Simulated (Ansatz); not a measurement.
Reaction (redistribution): `C[CH2][Sn][F]` + `[Cl][GeH2][Br]` → `C[CH2][Sn][Br]` + `[F][GeH2][Cl]`

Isolated molecules relaxed with PBE0-D4/def2-TZVP in Ansatz; ΔE leaves out vibrations. CCSD(T)/CBS adds triple-zeta CCSD(T) − MP2 to the extrapolated MP2 energy (def2 sets, frozen cores). DFT in def2-TZVPP. HSE06 is defined as in plane-wave codes. Elements past krypton have def2 core potentials. For Br, Ge, Sn outer-core shells are correlated without core-valence functions, which leaves a few kJ/mol of doubt a bond. Scalar relativity is left out up to krypton. One conformer a species, not always the lowest.

```json
{"level": "LDA (SPW92)", "ΔE (kJ/mol)": "-28.5"}
{"level": "BLYP-D4", "ΔE (kJ/mol)": "-27.1"}
{"level": "B97M-V", "ΔE (kJ/mol)": "-29.1"}
{"level": "r2SCANh", "ΔE (kJ/mol)": "-31.7"}
{"level": "HSE06", "ΔE (kJ/mol)": "-31.0"}
{"level": "CCSD(T)/def2-SVP", "ΔE (kJ/mol)": "-42.0"}
{"level": "CCSD(T)/def2-TZVPP", "ΔE (kJ/mol)": "-34.1"}
{"level": "HF/def2-QZVPP", "ΔE (kJ/mol)": "-42.3"}
```

(1) What does CCSD(T)/CBS give? (Best estimate.)

Largest T1 diagnostic among the species: 0.015.

## Answers

(1) The calculation gave: -32.0 kJ/mol. The listed levels differ from it by 3.5, 4.9, 2.9, 0.3, 1.0, -10.0, -2.1, -10.3 kJ/mol.

From BLYP to BHLYP (50 % exact exchange), in def2-TZVPP and without D4, ΔE moves by −8.9 kJ/mol. At CCSD(T), def2-SVP lies −10.0 kJ/mol from the extrapolated value and def2-TZVPP −2.1 kJ/mol.
